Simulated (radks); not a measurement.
Question: All-electron atom: Be2+ in 1s1.75 2p0.25 (fractional occupations, a model configuration). All-electron calculation, scalar-relativistic Kohn-Sham, r2SCAN, spin-polarised, spherical densities, finite nucleus; open shells are filled with parallel spins first; meta-GGA in the generalised Kohn-Sham scheme; Fermi nuclear charge, rms radius 2.519 fm. Program: a radial shooting solver on a logarithmic mesh with Libxc functionals. Some entries of the table are withheld. Estimate them.

orbital  occ.  eigenvalue (hartree)  <r^2> (bohr^2)
1s up       1              -5.32979          0.2227
1s down  0.75              -5.18376          0.2267
2s up       0              -0.86342             (1)
2p up    0.25                   (2)           4.591

Answer: 
(1) 2s up <r^2> (bohr^2): 4.786
(2) 2p up eigenvalue (hartree): -0.71969
